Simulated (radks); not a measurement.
Results of a calculation; reference values are marked as such.
Task: The mean radii <r> (bohr) of the occupied orbitals of an atom or ion are listed with their occupations. Code: a radial shooting solver on a logarithmic mesh with Libxc functionals. Model: Dirac Kohn-Sham, PBE, spin-unpolarised, spherical densities, point nucleus.

orbital  occ.      <r>
1s1/2       2  0.03185
2s1/2       2   0.1380
2p1/2       2   0.1171
2p3/2       4   0.1221
3s1/2       2   0.3790
3p1/2       2   0.3712
3p3/2       4   0.3820
3d3/2       4   0.3556
3d5/2       6   0.3591
4s1/2       2   0.9470
4p1/2       2    1.023
4p3/2       4    1.055
4d3/2       4    1.569
4d5/2       6    1.606

Name the element and its charge. Open shells, if any, are shared by 2j + 1.

Result: Z = 46, palladium, charge 0: Pd in [Kr] 4d10. The 1s radius gives Z: for a bare nucleus <r> = (2 gamma + 1)/(2Z) with gamma = sqrt(1 - (Z/c)^2), 0.03135 bohr for Z = 46, and screening makes it slightly larger (0.03185 here). The occupations add up to 46, and the charge is Z minus that.
